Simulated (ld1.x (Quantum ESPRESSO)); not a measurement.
# Nb: excitation energies, all-electron against TM semilocal

```json
{"Element": "niobium", "Generator": "ld1.x (Quantum ESPRESSO) 7.5", "Type": "norm-conserving Troullier–Martins (semilocal form)", "Functional": "PBE", "Relativity": "scalar-relativistic", "Frozen core": "[Ar] 3d10", "Valence charge": "13", "Reference configuration": "4s2 4p6 4d2 5s0 5p0 (charge +3)", "Partial waves": "4s (bound): rc 1.75 bohr; 4p (bound): rc 1.55 bohr; 4d (bound): rc 2.50 bohr", "Local potential": "the d channel", "Core correction": "Bessel-smoothed model core, default radius (core density twice the valence density)"}
```

Energies are relative to the spin-unpolarised reference configuration 4s2 4p6 4d2 5s0 5p0; without spin polarisation the order of configurations can differ from experiment.

**Question.** Give the all-electron excitation energy and the error of the potential for: 4s2 4p6 4d4 5s1 5p0; 4s2 4p6 4d4 5s0 5p0; 4s2 4p6 4d3 5s0 5p0; 4s2 4p6 4d4 5s0 5p1; 4s2 4p6 4d3 5s1 5p0; 4s2 4p6 4d5 5s0 5p0; 4s2 4p5 4d4 5s1 5p0.

**Answer.**

| valence configuration | charge | ΔE all-electron (eV) | error AE − PS (meV) |
| --- | --- | --- | --- |
| 4s2 4p6 4d4 5s1 5p0 | 0 | -45.402 | +635 |
| 4s2 4p6 4d4 5s0 5p0 | +1 | -38.765 | -0.4 |
| 4s2 4p6 4d3 5s0 5p0 | +2 | -24.724 | +7.0 |
| 4s2 4p6 4d4 5s0 5p1 | 0 | -42.450 | +14 |
| 4s2 4p6 4d3 5s1 5p0 | +1 | -38.384 | +981 |
| 4s2 4p6 4d5 5s0 5p0 | 0 | -44.132 | -23 |
| 4s2 4p5 4d4 5s1 5p0 | +1 | -5.653 | +1092 |

Levels in the configuration 4s2 4p6 4d3 5s1 5p0:

```tsv
level	all-electron (eV)	pseudo (eV)
4s	-67.808	-67.164
4p	-43.805	-43.236
4d	-11.401	-10.995
5s	-10.499	-11.216
```
